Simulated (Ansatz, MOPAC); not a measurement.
System: ZnHS, net charge 1, singlet state. SMILES: [SH][Zn+]

Atoms: Zn1, S2, H3. Bonds: Zn1-S2, S2-H3.

Bond lengths (Å) and angles (degrees) optimised at AM1 with MOPAC; PM3 with MOPAC; PM6 with MOPAC; MNDO with MOPAC; HF/6-31G* with LANL2DZ past Ar with Ansatz (an electronic-structure program); B3LYP/LANL2DZ with Ansatz, each started from the B3LYP-D3(BJ)/def2-TZVP structure (Ansatz) of the last column. A row stands for all coordinates that are equal there. 6-31G* holds six Cartesian d functions. No wavenumbers were computed at MNDO, B3LYP/LANL2DZ, so these may be saddle points.

```json
[
 {"coordinate": "Zn1-S2", "AM1": "2.111", "PM3": "2.046", "PM6": "2.257", "MNDO": "2.085", "HF/6-31G* with LANL2DZ past Ar": "2.197", "B3LYP/LANL2DZ": "2.274", "B3LYP-D3(BJ)/def2-TZVP": "2.173"},
 {"coordinate": "S2-H3", "AM1": "1.358", "PM3": "1.353", "PM6": "1.360", "MNDO": "1.310", "HF/6-31G* with LANL2DZ past Ar": "1.330", "B3LYP/LANL2DZ": "1.387", "B3LYP-D3(BJ)/def2-TZVP": "1.353"},
 {"coordinate": "Zn1-S2-H3", "AM1": "90.7", "PM3": "95.3", "PM6": "97.8", "MNDO": "102.9", "HF/6-31G* with LANL2DZ past Ar": "95.5", "B3LYP/LANL2DZ": "97.4", "B3LYP-D3(BJ)/def2-TZVP": "91.8"}
]
```

Mean signed difference of all 2 bond lengths from B3LYP-D3(BJ)/def2-TZVP: AM1 -0.028 Å, PM3 -0.063 Å, PM6 0.045 Å, MNDO -0.066 Å, HF/6-31G* with LANL2DZ past Ar 0.001 Å, B3LYP/LANL2DZ 0.068 Å.
